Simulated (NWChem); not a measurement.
System: CH6ClNSi; SMILES N[Si@H](Cl)C

Here is an NWChem input.

```
start job
memory heap 200 mb stack 900 mb global 1100 mb
geometry units angstroms noautoz
  C     -1.368707    -1.418268     0.239744
  Si     0.052425    -0.375840    -0.391623
  N      1.550497    -1.065590     0.106389
  Cl    -0.268504     1.592306     0.305966
  H     -1.306157    -2.432155    -0.171332
  H     -1.351727    -1.490757     1.333331
  H     -2.331451    -0.984156    -0.048929
  H      0.099814    -0.252208    -1.866105
  H      2.414021    -0.705284    -0.284283
  H      1.683515    -1.324278     1.078005
end
basis spherical
  * library 6-31g*
end
dft
  xc pbe0
  iterations 150
  vectors input atomic output neutral.movecs
end
task dft energy
charge 1
dft
  odft
  mult 2
  vectors input atomic output cation.movecs
end
task dft energy
```

Parts of the log:

```
             Northwest Computational Chemistry Package (NWChem) 7.3.0
             --------------------------------------------------------

 C1  symmetry detected

                             Geometry "geometry" -> ""
                             -------------------------

 Output coordinates in angstroms (scale by  1.889725989 to convert to a.u.)

  No.       Tag          Charge          X              Y              Z
 ---- ---------------- ---------- -------------- -------------- --------------
    1 C                    6.0000    -1.55978206    -1.11964336     0.23644971
    2 Si                  14.0000     0.05209901    -0.40170310    -0.38908829
    3 N                    7.0000     1.37914201    -1.27886685     0.27237326
    4 Cl                  17.0000     0.04321656     1.65347945     0.10016654
    5 H                    1.0000    -1.65358247    -2.16638321    -0.07403377
    6 H                    1.0000    -1.61252992    -1.08122467     1.33062391
    7 H                    1.0000    -2.41583946    -0.56168579    -0.15662844
    8 H                    1.0000     0.19684253    -0.43994422    -1.86191370
    9 H                    1.0000     2.31134940    -1.11109110    -0.08950988
   10 H                    1.0000     1.41439045    -1.45505016     1.27055556

 Effective nuclear repulsion energy (a.u.)     219.6730865766

                                 NWChem DFT Module
                                 -----------------

 Summary of "ao basis" -> "ao basis" (spherical)
 ------------------------------------------------------------------------------
       Tag                 Description            Shells   Functions and Types
 ---------------- ------------------------------  ------  ---------------------
 C                           6-31g*                  6       14   3s2p1d
 Si                          6-31g*                  8       18   4s3p1d
 N                           6-31g*                  6       14   3s2p1d
 Cl                          6-31g*                  8       18   4s3p1d
 H                           6-31g*                  2        2   2s

            General Information
            -------------------
          SCF calculation type: DFT
          Wavefunction type:  closed shell.
          No. of atoms     :    10
          No. of electrons :    50
           Alpha electrons :    25
            Beta electrons :    25
          Charge           :     0
          Spin multiplicity:     1
          Use of symmetry is: off; symmetry adaption is: off
          Maximum number of iterations: 150
          AO basis - number of functions:    76
                     number of shells:    40
          Convergence on energy requested:  1.00D-06
          Convergence on density requested:  1.00D-05
          Convergence on gradient requested:  5.00D-04

              XC Information
              --------------
                         PBE0 Method XC Functional
                     Hartree-Fock (Exact) Exchange  0.250
          PerdewBurkeErnzerhof Exchange Functional  0.750
            Perdew 1991 LDA Correlation Functional  1.000 local
           PerdewBurkeErnz. Correlation Functional  1.000 non-local

             Grid Information
             ----------------
          Grid used for XC integration:  medium
          Radial quadrature: Mura-Knowles
          Angular quadrature: Lebedev.
          Tag              B.-S. Rad. Rad. Pts. Rad. Cut. Ang. Pts.
          ---              ---------- --------- --------- ---------
          C                   0.70       49          10.0       434
          Si                  1.10       88           8.0       590
          N                   0.65       49          10.0       434
          Cl                  1.00       88          11.0       590
          H                   0.35       45          11.0       434
          Grid pruning is: on
          Number of quadrature shells:   544
          Spatial weights used:  Erf1

      Superposition of Atomic Density Guess
      -------------------------------------

 Sum of atomic energies:        -843.21127787

      Non-variational initial energy
      ------------------------------

 Total energy =    -844.959454
 1-e energy   =   -1599.662475
 2-e energy   =     535.029935
 HOMO         =      -0.359999
 LUMO         =       0.078518

   convergence    iter        energy       DeltaE   RMS-Dens  Diis-err
 ---------------- ----- ----------------- --------- --------- ---------
 d= 0,ls=0.0,diis     1   -845.7705483287 -1.07D+03  1.12D-02  4.35D-01
 d= 0,ls=0.0,diis     2   -845.7846185086 -1.41D-02  6.02D-03  3.00D-01
 d= 0,ls=0.0,diis     3   -845.8184404614 -3.38D-02  1.49D-03  2.79D-02
 d= 0,ls=0.0,diis     4   -845.8212918029 -2.85D-03  5.39D-04  2.15D-03
 d= 0,ls=0.0,diis     5   -845.8215911091 -2.99D-04  5.61D-05  2.39D-05
  Resetting Diis
 d= 0,ls=0.0,diis     6   -845.8215942112 -3.10D-06  1.04D-05  5.73D-07
 d= 0,ls=0.0,diis     7   -845.8215942871 -7.58D-08  3.74D-06  3.28D-08

         Total DFT energy =     -845.821594287070
      One electron energy =    -1603.769412082882
           Coulomb energy =      601.732377103943
    Exchange-Corr. energy =      -63.457645884720
 Nuclear repulsion energy =      219.673086576589

 Numeric. integr. density =       49.999994542441

                       DFT Final Molecular Orbital Analysis
                       ------------------------------------

 Vector   23  Occ=2.000000D+00  E=-3.222081D-01
              MO Center=  1.1D-01,  1.1D+00,  3.8D-02, r^2= 2.7D+00
   Bfn.  Coefficient  Atom+Function         Bfn.  Coefficient  Atom+Function
  ----- ------------  ---------------      ----- ------------  ---------------
    53      0.485114   4 Cl px               55      0.419112   4 Cl pz
    57      0.274032   4 Cl px               59      0.234383   4 Cl pz
    49     -0.190381   4 Cl px               51     -0.164300   4 Cl pz
    38     -0.132435   3 N  s                72      0.120302   8 H  s
    35      0.102640   3 N  px               54      0.091010   4 Cl py

 Vector   24  Occ=2.000000D+00  E=-3.068810D-01
              MO Center= -1.7D-01,  8.9D-01, -9.8D-02, r^2= 3.1D+00
   Bfn.  Coefficient  Atom+Function         Bfn.  Coefficient  Atom+Function
  ----- ------------  ---------------      ----- ------------  ---------------
    55      0.479562   4 Cl pz               53     -0.354534   4 Cl px
    59      0.273975   4 Cl pz               57     -0.203665   4 Cl px
    72      0.197798   8 H  s                51     -0.187561   4 Cl pz
     3     -0.172629   1 C  px               54     -0.142799   4 Cl py
    49      0.138705   4 Cl px                7     -0.135416   1 C  px

 Vector   25  Occ=2.000000D+00  E=-2.821554D-01
              MO Center=  1.1D+00, -7.9D-01,  1.9D-01, r^2= 2.7D+00
   Bfn.  Coefficient  Atom+Function         Bfn.  Coefficient  Atom+Function
  ----- ------------  ---------------      ----- ------------  ---------------
    36      0.490377   3 N  py               40      0.421366   3 N  py
    53     -0.231334   4 Cl px               54      0.228317   4 Cl py
    37      0.168516   3 N  pz               58      0.151919   4 Cl py
    41      0.141593   3 N  pz               26      0.125222   2 Si py
    57     -0.124878   4 Cl px               38     -0.096477   3 N  s

 Vector   26  Occ=0.000000D+00  E= 5.056530D-02
              MO Center=  8.3D-01, -4.3D-01, -4.1D-02, r^2= 4.7D+00
   Bfn.  Coefficient  Atom+Function         Bfn.  Coefficient  Atom+Function
  ----- ------------  ---------------      ----- ------------  ---------------
    38      1.150170   3 N  s                25     -0.895796   2 Si px
    24     -0.515583   2 Si s                76     -0.413153  10 H  s
    74     -0.382743   9 H  s                27     -0.375393   2 Si pz
    40      0.275217   3 N  py               58     -0.269258   4 Cl py
    70     -0.257827   7 H  s                56      0.244283   4 Cl s

 Vector   27  Occ=0.000000D+00  E= 6.105820D-02
              MO Center=  2.8D-02, -2.3D-01, -4.2D-01, r^2= 4.6D+00
   Bfn.  Coefficient  Atom+Function         Bfn.  Coefficient  Atom+Function
  ----- ------------  ---------------      ----- ------------  ---------------
    26      1.082391   2 Si py               56     -0.754584   4 Cl s
    58      0.578885   4 Cl py               38      0.562957   3 N  s
    24      0.511310   2 Si s                22      0.508550   2 Si py
    25     -0.334111   2 Si px               20      0.322027   2 Si s
    54      0.258241   4 Cl py               66      0.229812   5 H  s

 Vector   28  Occ=0.000000D+00  E= 8.033726D-02
              MO Center= -6.4D-01, -7.8D-01,  1.4D-01, r^2= 5.3D+00
   Bfn.  Coefficient  Atom+Function         Bfn.  Coefficient  Atom+Function
  ----- ------------  ---------------      ----- ------------  ---------------
     6      1.813649   1 C  s                24     -1.025438   2 Si s
    25      0.914927   2 Si px               68     -0.503373   6 H  s
    27     -0.498943   2 Si pz               38      0.473004   3 N  s
    74     -0.378727   9 H  s                70     -0.338225   7 H  s
    66     -0.330314   5 H  s                26      0.320067   2 Si py

     Multipole analysis of the density
     ---------------------------------

     L   x y z        total         alpha         beta         nuclear
     -   - - -        -----         -----         ----         -------
     0   0 0 0     -0.000000    -25.000000    -25.000000     50.000000

     1   1 0 0      0.212320      0.106160      0.106160     -0.000000
     1   0 1 0     -0.898259     -0.449129     -0.449129     -0.000000
     1   0 0 1      0.262731      0.131365      0.131365     -0.000000

     2   2 0 0    -25.632061    -95.903897    -95.903897    166.175733
     2   1 1 0     -0.276875     -1.966864     -1.966864      3.656854
     2   1 0 1      0.700227      0.733587      0.733587     -0.766946
     2   0 2 0    -32.758978   -154.633472   -154.633472    276.507967
     2   0 1 1     -1.322177      1.380568      1.380568     -4.083312
     2   0 0 2    -28.189349    -32.011424    -32.011424     35.833499

                                 NWChem DFT Module
                                 -----------------

            General Information
            -------------------
          SCF calculation type: DFT
          Wavefunction type:  spin polarized.
          No. of atoms     :    10
          No. of electrons :    49
           Alpha electrons :    25
            Beta electrons :    24
          Charge           :     1
          Spin multiplicity:     2
          Use of symmetry is: off; symmetry adaption is: off
          Maximum number of iterations: 150
          AO basis - number of functions:    76
                     number of shells:    40
          Convergence on energy requested:  1.00D-06
          Convergence on density requested:  1.00D-05
          Convergence on gradient requested:  5.00D-04

              XC Information
              --------------
                         PBE0 Method XC Functional
                     Hartree-Fock (Exact) Exchange  0.250
          PerdewBurkeErnzerhof Exchange Functional  0.750
            Perdew 1991 LDA Correlation Functional  1.000 local
           PerdewBurkeErnz. Correlation Functional  1.000 non-local

             Grid Information
             ----------------
          Grid used for XC integration:  medium
          Radial quadrature: Mura-Knowles
          Angular quadrature: Lebedev.
          Tag              B.-S. Rad. Rad. Pts. Rad. Cut. Ang. Pts.
          ---              ---------- --------- --------- ---------
          C                   0.70       49          10.0       434
          Si                  1.10       88           8.0       590
          N                   0.65       49          10.0       434
          Cl                  1.00       88          11.0       590
          H                   0.35       45          11.0       434
          Grid pruning is: on
          Number of quadrature shells:   544
          Spatial weights used:  Erf1

      Superposition of Atomic Density Guess
      -------------------------------------

 Sum of atomic energies:        -843.21127787

 Renormalizing density from      50.00 to     49

      Non-variational initial energy
      ------------------------------

 Total energy =    -834.153390
 1-e energy   =   -1567.669226
 2-e energy   =     513.842750
 HOMO         =      -0.641609
 LUMO         =      -0.211133

[...]
```

Level: PBE0/6-31G* (spherical d), vertical spin-unrestricted ions. Coordinates come from a B3LYP/6-31G* (spherical d) optimisation.
